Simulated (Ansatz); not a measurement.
Ansatz (a quantum-chemistry and plane-wave program) input (B3LYP-D3(BJ)/def2-TZVP):

Ansatz 0.2 input:
```yaml
crystal:
  periodic: [false, false, false]
  atoms:
    - {symbol: Si, position_ang: [-0.15564723, -0.12735857, 0.40032147]}
    - {symbol: C, position_ang: [1.46984017, -0.95405824, -0.16240176]}
    - {symbol: C, position_ang: [-1.14354789, 0.21510754, -1.22658218]}
    - {symbol: N, position_ang: [-0.81797860, -1.03457597, 1.61484549]}
    - {symbol: N, position_ang: [0.42022290, 1.56418470, 0.69577253]}
    - {symbol: H, position_ang: [2.05398503, -1.25054238, 0.70362309]}
    - {symbol: H, position_ang: [2.08354168, -0.29383243, -0.77038190]}
    - {symbol: H, position_ang: [1.26518925, -1.85186296, -0.73951061]}
    - {symbol: H, position_ang: [-2.06031063, 0.76017012, -1.00078762]}
    - {symbol: H, position_ang: [-1.43996264, -0.72668773, -1.68581665]}
    - {symbol: H, position_ang: [-0.59583555, 0.79026250, -1.96968809]}
    - {symbol: H, position_ang: [-1.75937518, -0.79451897, 1.91580313]}
    - {symbol: H, position_ang: [1.06993591, 1.58825702, 1.47153962]}
    - {symbol: H, position_ang: [-0.34459998, 2.17951003, 0.94477389]}
basis:
  gaussian:
    orbitals: def2-TZVP
hamiltonian:
  xc: b3lyp
  dispersion: d3bj
total_charge: -1
relax: {f_tol: 0.002, max_steps: 150}
```

Output:

```
Functional definition: B3LYP
integrals: 0.14 GiB planned
1327 factors; their error is unknown
0.29 GiB of the device are held for the grids
1.19 GiB of device memory are held for the factors and their scratch space
mean field: 1.06 GiB planned
mean field evaluation 1: about -13066.6886 eV, gradient 9.1e1 eV
mean field evaluation 2: about -13009.2370 eV, gradient 1.5e2 eV
mean field evaluation 4: about -13083.3010 eV, gradient 1.0e1 eV
mean field evaluation 8: about -13083.5692 eV, gradient 1.2e-1 eV
mean field evaluation 16: about -13083.5854 eV, gradient 4.2e-3 eV
mean field -13083.58537502 eV, -480.8128941595 hartree, gradient 4.0e-5 eV, S^2 0.000000; 0 other end points of the search recorded, 0 dependent functions left out
the calculation of the forces begins
reference -13083.58569029 eV, -480.8129057454 hartree; 25, 25 occupied and 190, 190 virtual orbitals, 1327 factors
relax step   1: F+E_penalty+E_count = -13084.11591840 eV  Δ(F+E_penalty+E_count) = +0.000e0 eV  max|allowed force component| = 2.840e-1 eV/Å  Δτ_max = 0.0000 Å  (31 SCF iters, accepted)
these checks for a lower state are left out or cut short: starts, cluster_reference, orbital_swaps, neighbouring_geometries, increment
integrals: 0.14 GiB planned
1327 factors; their error is unknown
0.30 GiB of the device are held for the grids
1.19 GiB of device memory are held for the factors and their scratch space
mean field: 1.05 GiB planned
mean field -13083.60542687 eV, -480.8136310514 hartree, gradient 2.3e-5 eV, S^2 0.000000; 0 other end points of the search recorded, 0 dependent functions left out
the calculation of the forces begins
reference -13083.60574204 eV, -480.8136426336 hartree; 25, 25 occupied and 190, 190 virtual orbitals, 1327 factors
relax step   2: F+E_penalty+E_count = -13084.13589090 eV  Δ(F+E_penalty+E_count) = -1.997e-2 eV  max|allowed force component| = 9.839e-2 eV/Å  Δτ_max = 0.0701 Å  (32 SCF iters, accepted)
these checks for a lower state are left out or cut short: starts, cluster_reference, orbital_swaps, neighbouring_geometries, increment
integrals: 0.14 GiB planned
1327 factors; their error is unknown
0.30 GiB of the device are held for the grids
1.19 GiB of device memory are held for the factors and their scratch space
mean field: 1.05 GiB planned
mean field evaluation 32: about -13083.6084 eV, gradient 3.6e-3 eV
mean field -13083.60840717 eV, -480.8137405753 hartree, gradient 2.0e-5 eV, S^2 0.000000; 0 other end points of the search recorded, 0 dependent functions left out
the calculation of the forces begins
reference -13083.60872254 eV, -480.8137521649 hartree; 25, 25 occupied and 190, 190 virtual orbitals, 1327 factors
relax step   3: F+E_penalty+E_count = -13084.13965626 eV  Δ(F+E_penalty+E_count) = -3.765e-3 eV  max|allowed force component| = 6.124e-2 eV/Å  Δτ_max = 0.0378 Å  (32 SCF iters, accepted)
these checks for a lower state are left out or cut short: starts, cluster_reference, orbital_swaps, neighbouring_geometries, increment
integrals: 0.14 GiB planned
1327 factors; their error is unknown
0.29 GiB of the device are held for the grids
1.19 GiB of device memory are held for the factors and their scratch space
mean field: 1.06 GiB planned
mean field -13083.61103134 eV, -480.8138370117 hartree, gradient 1.9e-5 eV, S^2 0.000000; 0 other end points of the search recorded, 0 dependent functions left out
the calculation of the forces begins
reference -13083.61134738 eV, -480.8138486259 hartree; 25, 25 occupied and 190, 190 virtual orbitals, 1327 factors
relax step   4: F+E_penalty+E_count = -13084.14306672 eV  Δ(F+E_penalty+E_count) = -3.410e-3 eV  max|allowed force component| = 2.508e-1 eV/Å  Δτ_max = 0.0956 Å  (31 SCF iters, accepted)
these checks for a lower state are left out or cut short: starts, cluster_reference, orbital_swaps, neighbouring_geometries, increment
integrals: 0.14 GiB planned
1327 factors; their error is unknown
[...]
1.19 GiB of device memory are held for the factors and their scratch space
mean field: 1.06 GiB planned
mean field -13083.62340803 eV, -480.8142918465 hartree, gradient 8.2e-6 eV, S^2 0.000000; 0 other end points of the search recorded, 0 dependent functions left out
the calculation of the forces begins
reference -13083.62372399 eV, -480.8143034578 hartree; 25, 25 occupied and 190, 190 virtual orbitals, 1327 factors
relax step  11: F+E_penalty+E_count = -13084.15521429 eV  Δ(F+E_penalty+E_count) = -2.655e-3 eV  max|allowed force component| = 3.649e-2 eV/Å  Δτ_max = 0.0726 Å  (33 SCF iters, accepted)
these checks for a lower state are left out or cut short: starts, cluster_reference, orbital_swaps, neighbouring_geometries, increment
integrals: 0.14 GiB planned
1327 factors; their error is unknown
0.29 GiB of the device are held for the grids
1.19 GiB of device memory are held for the factors and their scratch space
mean field: 1.06 GiB planned
mean field evaluation 96: about -13083.6239 eV, gradient 7.8e-6 eV
mean field -13083.62385506 eV, -480.8143082746 hartree, gradient 7.8e-6 eV, S^2 0.000000; 0 other end points of the search recorded, 0 dependent functions left out
the calculation of the forces begins
reference -13083.62417100 eV, -480.8143198852 hartree; 25, 25 occupied and 190, 190 virtual orbitals, 1327 factors
relax step  12: F+E_penalty+E_count = -13084.15547739 eV  Δ(F+E_penalty+E_count) = -2.631e-4 eV  max|allowed force component| = 6.014e-2 eV/Å  Δτ_max = 0.0294 Å  (32 SCF iters, accepted)
these checks for a lower state are left out or cut short: starts, cluster_reference, orbital_swaps, neighbouring_geometries, increment
integrals: 0.14 GiB planned
1327 factors; their error is unknown
0.29 GiB of the device are held for the grids
1.19 GiB of device memory are held for the factors and their scratch space
mean field: 1.06 GiB planned
mean field -13083.62346683 eV, -480.8142940077 hartree, gradient 8.0e-6 eV, S^2 0.000000; 0 other end points of the search recorded, 0 dependent functions left out
the calculation of the forces begins
reference -13083.62378237 eV, -480.8143056033 hartree; 25, 25 occupied and 190, 190 virtual orbitals, 1327 factors
relax step  13: F+E_penalty+E_count = -13084.15513028 eV  Δ(F+E_penalty+E_count) = +3.471e-4 eV  max|allowed force component| = 1.173e-1 eV/Å  Δτ_max = 0.0513 Å  (32 SCF iters, rejected (line search))
these checks for a lower state are left out or cut short: starts, cluster_reference, orbital_swaps, neighbouring_geometries, increment
integrals: 0.14 GiB planned
1327 factors; their error is unknown
0.29 GiB of the device are held for the grids
1.19 GiB of device memory are held for the factors and their scratch space
mean field: 1.06 GiB planned
mean field -13083.62415854 eV, -480.8143194273 hartree, gradient 7.9e-6 eV, S^2 0.000000; 0 other end points of the search recorded, 0 dependent functions left out
the calculation of the forces begins
reference -13083.62447431 eV, -480.8143310316 hartree; 25, 25 occupied and 190, 190 virtual orbitals, 1327 factors
relax step  14: F+E_penalty+E_count = -13084.15579786 eV  Δ(F+E_penalty+E_count) = -3.205e-4 eV  max|allowed force component| = 1.392e-2 eV/Å  Δτ_max = 0.0248 Å  (33 SCF iters, accepted)
these checks for a lower state are left out or cut short: starts, cluster_reference, orbital_swaps, neighbouring_geometries, increment
integrals: 0.14 GiB planned
1327 factors; their error is unknown
0.29 GiB of the device are held for the grids
1.19 GiB of device memory are held for the factors and their scratch space
mean field: 1.06 GiB planned
mean field -13083.62424660 eV, -480.8143226633 hartree, gradient 7.9e-6 eV, S^2 0.000000; 0 other end points of the search recorded, 0 dependent functions left out
the calculation of the forces begins
reference -13083.62456232 eV, -480.8143342660 hartree; 25, 25 occupied and 190, 190 virtual orbitals, 1327 factors
relax step  15: F+E_penalty+E_count = -13084.15588703 eV  Δ(F+E_penalty+E_count) = -8.917e-5 eV  max|allowed force component| = 1.382e-2 eV/Å  Δτ_max = 0.0201 Å  (34 SCF iters, accepted)
these checks for a lower state are left out or cut short: starts, cluster_reference, orbital_swaps, neighbouring_geometries, increment
integrals: 0.14 GiB planned
1327 factors; their error is unknown
0.29 GiB of the device are held for the grids
1.19 GiB of device memory are held for the factors and their scratch space
mean field: 1.06 GiB planned
mean field -13083.62431933 eV, -480.8143253362 hartree, gradient 7.9e-6 eV, S^2 0.000000; 0 other end points of the search recorded, 0 dependent functions left out
the calculation of the forces begins
reference -13083.62463503 eV, -480.8143369379 hartree; 25, 25 occupied and 190, 190 virtual orbitals, 1327 factors
relax step  16: F+E_penalty+E_count = -13084.15594003 eV  Δ(F+E_penalty+E_count) = -5.299e-5 eV  max|allowed force component| = 1.258e-2 eV/Å  Δτ_max = 0.0188 Å  (33 SCF iters, accepted)
these checks for a lower state are left out or cut short: starts, cluster_reference, orbital_swaps, neighbouring_geometries, increment
integrals: 0.14 GiB planned
1327 factors; their error is unknown
0.29 GiB of the device are held for the grids
1.19 GiB of device memory are held for the factors and their scratch space
mean field: 1.06 GiB planned
mean field evaluation 128: about -13083.6241 eV, gradient 3.9e-1 eV
mean field -13083.62432221 eV, -480.8143254422 hartree, gradient 7.9e-6 eV, S^2 0.000000; 0 other end points of the search recorded, 0 dependent functions left out
the calculation of the forces begins
reference -13083.62463793 eV, -480.8143370444 hartree; 25, 25 occupied and 190, 190 virtual orbitals, 1327 factors
relax step  17: F+E_penalty+E_count = -13084.15596748 eV  Δ(F+E_penalty+E_count) = -2.746e-5 eV  max|allowed force component| = 7.519e-3 eV/Å  Δτ_max = 0.0121 Å  (33 SCF iters, accepted)
these checks for a lower state are left out or cut short: starts, cluster_reference, orbital_swaps, neighbouring_geometries, increment
integrals: 0.14 GiB planned
1327 factors; their error is unknown
0.29 GiB of the device are held for the grids
1.19 GiB of device memory are held for the factors and their scratch space
mean field: 1.06 GiB planned
mean field -13083.62432037 eV, -480.8143253747 hartree, gradient 7.9e-6 eV, S^2 0.000000; 0 other end points of the search recorded, 0 dependent functions left out
the calculation of the forces begins
reference -13083.62463606 eV, -480.8143369761 hartree; 25, 25 occupied and 190, 190 virtual orbitals, 1327 factors
relax step  18: F+E_penalty+E_count = -13084.15597340 eV  Δ(F+E_penalty+E_count) = -5.915e-6 eV  max|allowed force component| = 9.959e-3 eV/Å  Δτ_max = 0.0043 Å  (34 SCF iters, accepted)
these checks for a lower state are left out or cut short: starts, cluster_reference, orbital_swaps, neighbouring_geometries, increment
integrals: 0.14 GiB planned
1327 factors; their error is unknown
0.29 GiB of the device are held for the grids
1.19 GiB of device memory are held for the factors and their scratch space
mean field: 1.06 GiB planned
mean field -13083.62433431 eV, -480.8143258866 hartree, gradient 7.9e-6 eV, S^2 0.000000; 0 other end points of the search recorded, 0 dependent functions left out
the calculation of the forces begins
reference -13083.62465000 eV, -480.8143374881 hartree; 25, 25 occupied and 190, 190 virtual orbitals, 1327 factors
relax step  19: F+E_penalty+E_count = -13084.15597858 eV  Δ(F+E_penalty+E_count) = -5.178e-6 eV  max|allowed force component| = 1.311e-3 eV/Å  Δτ_max = 0.0020 Å  (35 SCF iters, accepted)
integrals: 0.14 GiB planned
1327 factors; their error is unknown
0.29 GiB of the device are held for the grids
1.19 GiB of device memory are held for the factors and their scratch space
mean field: 1.06 GiB planned
mean field evaluation 160: about -13083.6077 eV, gradient 5.0e-1 eV
mean field -13083.62433431 eV, -480.8143258866 hartree, gradient 7.9e-6 eV, S^2 0.000000; 1 other end points of the search recorded, 0 dependent functions left out
the calculation of the forces begins
reference -13083.62465000 eV, -480.8143374881 hartree; 25, 25 occupied and 190, 190 virtual orbitals, 1327 factors
Total energy: -13084.15629427 eV, -480.8338750546 hartree
Atom 0 at    -0.104983    -0.148247     0.410366 Å, force    -0.000579     0.000821     0.001066 eV/Å
Atom 1 at     1.466111    -1.010124    -0.230753 Å, force     0.000681     0.000073    -0.000655 eV/Å
Atom 2 at    -1.105794     0.255681    -1.187895 Å, force     0.001129    -0.000106     0.000098 eV/Å
Atom 3 at    -0.783620    -1.089777     1.585129 Å, force    -0.000233     0.000281     0.000343 eV/Å
Atom 4 at     0.448473     1.517778     0.834266 Å, force    -0.001214    -0.000984    -0.001311 eV/Å
Atom 5 at     2.181297    -1.137349     0.587107 Å, force    -0.000438     0.000007     0.000099 eV/Å
Atom 6 at     1.952724    -0.426502    -1.018468 Å, force     0.000060    -0.000115    -0.000031 eV/Å
Atom 7 at     1.232579    -2.003976    -0.623519 Å, force    -0.000089     0.000310     0.000024 eV/Å
Atom 8 at    -2.041000     0.770678    -0.939745 Å, force     0.000044     0.000135     0.000176 eV/Å
Atom 9 at    -1.373548    -0.669409    -1.706997 Å, force     0.000089     0.000043     0.000368 eV/Å
Atom 10 at    -0.547389     0.888355    -1.888865 Å, force    -0.000123     0.000174    -0.000386 eV/Å
Atom 11 at    -1.640263    -0.741132     2.007446 Å, force     0.000181    -0.000436     0.000096 eV/Å
Atom 12 at     0.548401     1.614026     1.838668 Å, force     0.000481    -0.000948     0.000807 eV/Å
Atom 13 at    -0.187530     2.244055     0.524770 Å, force     0.000009     0.000741    -0.000694 eV/Å
Dipole moment:     0.016050     0.637394    -0.460037 e Å
```

It need not be the lowest isomer of its formula. Whether it binds its extra electron was not tested at this geometry.
